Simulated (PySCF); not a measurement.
PySCF input file for CHOS, SMILES [OH+]=C=S, charge +1, ADC(2)/aug-cc-pVDZ. Geometry optimised at B3LYP-D3(BJ)/def2-TZVP. The isomer is the one that the SMILES or the coordinates give; other isomers of the formula were not compared.

```python
import numpy as np
from pyscf import gto, scf, dft, adc

mol = gto.M(
    atom='''
    O    -0.10740817   -1.62482783    0.00000000
    C     0.00513239   -0.39888513    0.00000000
    S     0.00819003    1.09891603    0.00000000
    H     0.69743061   -2.19072302    0.00000000
    ''',
    basis='aug-cc-pVDZ',
    charge=1,
    spin=0,
    max_memory=1600,
    verbose=4,
)
mf = scf.RHF(mol)
mf.conv_tol = 1e-10
mf.max_cycle = 100
mf.kernel()
res = {}
for kind, nroots in (('ee', 6), ('ip', 6), ('ea', 2)):
    a = adc.ADC(mf).density_fit('aug-cc-pvdz-ri')
    a.method, a.method_type = 'adc(2)', kind
    e, v, p, x = a.kernel(nroots=nroots)
    res[kind] = (e * 27.211386245988, p)
for kind, (e, p) in res.items():
    print(kind, 'energies / eV', np.round(e, 3), 'strengths', np.round(p, 4))
```

It prints:

```
PySCF version 2.14.0

[INPUT] verbose = 4
[INPUT] num. atoms = 4
[INPUT] num. electrons = 30
[INPUT] charge = 1
[INPUT] spin (= nelec alpha-beta = 2S) = 0
[INPUT] symmetry False subgroup None
[INPUT] Mole.unit = angstrom
[INPUT] Symbol           X                Y                Z      unit          X                Y                Z       unit  Magmom
[INPUT]  1 O     -0.107408170000  -1.624827830000   0.000000000000 AA   -0.202972024841  -3.070479598271   0.000000000000 Bohr   0.0
[INPUT]  2 C      0.005132390000  -0.398885130000   0.000000000000 AA    0.009698811464  -0.753783650862   0.000000000000 Bohr   0.0
[INPUT]  3 S      0.008190030000   1.098916030000   0.000000000000 AA    0.015476913652   2.076650330594   0.000000000000 Bohr   0.0
[INPUT]  4 H      0.697430610000  -2.190723020000   0.000000000000 AA    1.317952843788  -4.139866522580   0.000000000000 Bohr   0.0

nuclear repulsion = 87.8700483865888
number of shells = 29
number of NR pGTOs = 131
number of NR cGTOs = 82
basis = aug-cc-pVDZ
ecp = {}


******** <class 'pyscf.scf.hf.RHF'> ********
method = RHF
initial guess = minao
damping factor = 0
level_shift factor = 0
DIIS = <class 'pyscf.scf.diis.CDIIS'>
diis_start_cycle = 1
diis_space = 8
diis_damp = 0
SCF conv_tol = 1e-10
SCF conv_tol_grad = None
SCF max_cycles = 100
direct_scf = True
direct_scf_tol = 1e-13
Set gradient conv threshold to 1e-05
Initial guess from minao.
init E= -511.559690425547
  HOMO = -0.360914343222926  LUMO = 0.00734165881045801  gap/eV = 10.02076
cycle= 1 E= -510.392914747369  delta_E= 1.17  |g|= 0.679  |ddm|= 2.07
  HOMO = -0.750680079623046  LUMO = -0.283442745330384  gap/eV = 12.71418
cycle= 2 E= -510.457417042938  delta_E= -0.0645  |g|= 0.554  |ddm|= 1.05
  HOMO = -0.708149850352656  LUMO = -0.199319897711163  gap/eV = 13.84597
cycle= 3 E= -510.533400156065  delta_E= -0.076  |g|= 0.0623  |ddm|= 0.516
  HOMO = -0.689650101698537  LUMO = -0.180198952575094  gap/eV = 13.86287
cycle= 4 E= -510.53475675065  delta_E= -0.00136  |g|= 0.0224  |ddm|= 0.12
  HOMO = -0.692266159641032  LUMO = -0.180382364414621  gap/eV = 13.92907
cycle= 5 E= -510.534932591058  delta_E= -0.000176  |g|= 0.00876  |ddm|= 0.0408
  HOMO = -0.693041974990499  LUMO = -0.181024390156384  gap/eV = 13.93271
cycle= 6 E= -510.534968565197  delta_E= -3.6e-05  |g|= 0.0036  |ddm|= 0.014
  HOMO = -0.692990183050815  LUMO = -0.181142266252084  gap/eV = 13.92809
cycle= 7 E= -510.534987086169  delta_E= -1.85e-05  |g|= 0.0016  |ddm|= 0.0124
  HOMO = -0.693166474291556  LUMO = -0.181246924282813  gap/eV = 13.93004
cycle= 8 E= -510.534992594219  delta_E= -5.51e-06  |g|= 0.0006  |ddm|= 0.0064
  HOMO = -0.693121303800907  LUMO = -0.181265142091781  gap/eV = 13.92832
cycle= 9 E= -510.534993395997  delta_E= -8.02e-07  |g|= 0.000226  |ddm|= 0.00249
  HOMO = -0.693123372050763  LUMO = -0.181293805177881  gap/eV = 13.92759
cycle= 10 E= -510.534993480088  delta_E= -8.41e-08  |g|= 4.25e-05  |ddm|= 0.000963
  HOMO = -0.693125921931675  LUMO = -0.181298995041292  gap/eV = 13.92752
cycle= 11 E= -510.534993481541  delta_E= -1.45e-09  |g|= 5.63e-06  |ddm|= 0.000151
  HOMO = -0.693125169320654  LUMO = -0.181298338051723  gap/eV = 13.92752
cycle= 12 E= -510.534993481566  delta_E= -2.47e-11  |g|= 2.2e-06  |ddm|= 2.08e-05
  HOMO = -0.693125318496616  LUMO = -0.181298533078978  gap/eV = 13.92752
Extra cycle  E= -510.534993481569  delta_E= -3.3e-12  |g|= 1.13e-06  |ddm|= 3.5e-06
converged SCF energy = -510.534993481569

******** <class 'pyscf.adc.radc.RADC'> ********
******** ADC Orbital Information ********
Number of Frozen Occupied Orbitals: 0
Number of Frozen Virtual Orbitals: 0
Number of Active Occupied Orbitals: 15
Number of Active Virtual Orbitals: 67
*****************************************
******** <class 'pyscf.df.df.DF'> ********
auxbasis = aug-cc-pvdz-ri
Reference correlation energy (doubles): -0.46851649
MP2 correlation energy of reference state (a.u.) = -0.46851649

******** <class 'pyscf.adc.radc_ee.RADCEE'> ********
max_space = 12
max_cycle = 50
conv_tol = 1e-08

*************************************************************
        ADC calculation summary (singlet states only)
*************************************************************
adc(2) root 0  |  Energy (Eh) =   0.1992407749  |  Energy (eV) =   5.42161764  |  Osc. strength = 0.00000606  |  conv = True
adc(2) root 1  |  Energy (Eh) =   0.2265882975  |  Energy (eV) =   6.16578163  |  Osc. strength = 0.00248782  |  conv = True
adc(2) root 2  |  Energy (Eh) =   0.2460351044  |  Energy (eV) =   6.69495620  |  Osc. strength = 0.00007053  |  conv = True
adc(2) root 3  |  Energy (Eh) =   0.3201528546  |  Energy (eV) =   8.71180291  |  Osc. strength = 0.00740041  |  conv = True
adc(2) root 4  |  Energy (Eh) =   0.3243815042  |  Energy (eV) =   8.82687033  |  Osc. strength = 1.15876239  |  conv = True
adc(2) root 5  |  Energy (Eh) =   0.3465268107  |  Energy (eV) =   9.42947481  |  Osc. strength = 0.02955358  |  conv = True

******** <class 'pyscf.adc.radc.RADC'> ********
******** ADC Orbital Information ********
Number of Frozen Occupied Orbitals: 0
Number of Frozen Virtual Orbitals: 0
Number of Active Occupied Orbitals: 15
Number of Active Virtual Orbitals: 67
*****************************************
******** <class 'pyscf.df.df.DF'> ********
auxbasis = aug-cc-pvdz-ri
Reference correlation energy (doubles): -0.46851649
MP2 correlation energy of reference state (a.u.) = -0.46851649

******** <class 'pyscf.adc.radc_ip.RADCIP'> ********
max_space = 12
max_cycle = 50
conv_tol = 1e-08

*************************************************************
        ADC calculation summary (doublet states only)
*************************************************************
adc(2) root 0  |  Energy (Eh) =   0.6769295442  |  Energy (eV) =  18.42019114  |  Spec. factor = 1.79944676  |  conv = True
adc(2) root 1  |  Energy (Eh) =   0.7018611498  |  Energy (eV) =  19.09861468  |  Spec. factor = 1.80731684  |  conv = True
adc(2) root 2  |  Energy (Eh) =   0.8230111124  |  Energy (eV) =  22.39527308  |  Spec. factor = 1.68506638  |  conv = True
adc(2) root 3  |  Energy (Eh) =   0.8289469646  |  Energy (eV) =  22.55679584  |  Spec. factor = 1.73539552  |  conv = True
adc(2) root 4  |  Energy (Eh) =   0.8570940908  |  Energy (eV) =  23.32271816  |  Spec. factor = 1.71021594  |  conv = True
adc(2) root 5  |  Energy (Eh) =   1.0434390893  |  Energy (eV) =  28.39342385  |  Spec. factor = 1.64978447  |  conv = True

******** <class 'pyscf.adc.radc.RADC'> ********
******** ADC Orbital Information ********
Number of Frozen Occupied Orbitals: 0
Number of Frozen Virtual Orbitals: 0
Number of Active Occupied Orbitals: 15
Number of Active Virtual Orbitals: 67
*****************************************
******** <class 'pyscf.df.df.DF'> ********
auxbasis = aug-cc-pvdz-ri
Reference correlation energy (doubles): -0.46851649
MP2 correlation energy of reference state (a.u.) = -0.46851649

******** <class 'pyscf.adc.radc_ea.RADCEA'> ********
max_space = 12
max_cycle = 50
conv_tol = 1e-08

*************************************************************
        ADC calculation summary (doublet states only)
*************************************************************
adc(2) root 0  |  Energy (Eh) =  -0.2289638768  |  Energy (eV) =  -6.23042444  |  Spec. factor = 1.82033747  |  conv = True
adc(2) root 1  |  Energy (Eh) =  -0.1645435878  |  Energy (eV) =  -4.47745909  |  Spec. factor = 1.91350179  |  conv = True
ee energies / eV [5.422 6.166 6.695 8.712 8.827 9.429] strengths [0.0000e+00 2.5000e-03 1.0000e-04 7.4000e-03 1.1588e+00 2.9600e-02]
ip energies / eV [18.42  19.099 22.395 22.557 23.323 28.393] strengths [1.7994 1.8073 1.6851 1.7354 1.7102 1.6498]
ea energies / eV [-6.23  -4.477] strengths [1.8203 1.9135]
```

The calculation finished and met its thresholds.

Cost: around 50 core-seconds (rough).
